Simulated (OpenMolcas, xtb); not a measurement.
## CH3BN2 (SMILES [H]/N=C1/BN1): methods side by side

CH3BN2 has 7 atoms, charge 0, and is taken as a singlet. SMILES: `[H]/N=C1/BN1`. Geometry: relaxed at GFN2-xTB.

Each level gives the dipole moment (D). The values are calculated.

```tsv
level	kind	program	value (D)	CPU time
GFN2-xTB	semi-empirical	xtb	3.51	under 2 s
GFN0-xTB	semi-empirical	xtb	5.09	under 2 s
GFN1-xTB	semi-empirical	xtb	4.12	under 2 s
HF/STO-3G	Hartree–Fock	OpenMolcas	3.26	1.6 s
HF/3-21G	Hartree–Fock	OpenMolcas	3.67	1.8 s
HF/def2-SVP	Hartree–Fock	OpenMolcas	3.70	4.2 s
HF/pcseg-1	Hartree–Fock	OpenMolcas	3.73	4.1 s
PBE/6-31G* (spherical functions)	GGA	OpenMolcas	3.53	18 s
TPSSh/3-21G	hybrid meta-GGA	OpenMolcas	3.59	15 s
B3LYP/6-31G* (spherical functions)	global hybrid	OpenMolcas	3.56	18 s
```

The values span 3.26 to 5.09 D. Sets without polarisation functions give poor dipoles. Without the sets that lack polarisation functions the rows with a basis span only 3.53 to 3.73 D. Times are those of the runs behind each value, whatever else they computed, on shared processors of several kinds: orders of magnitude only.
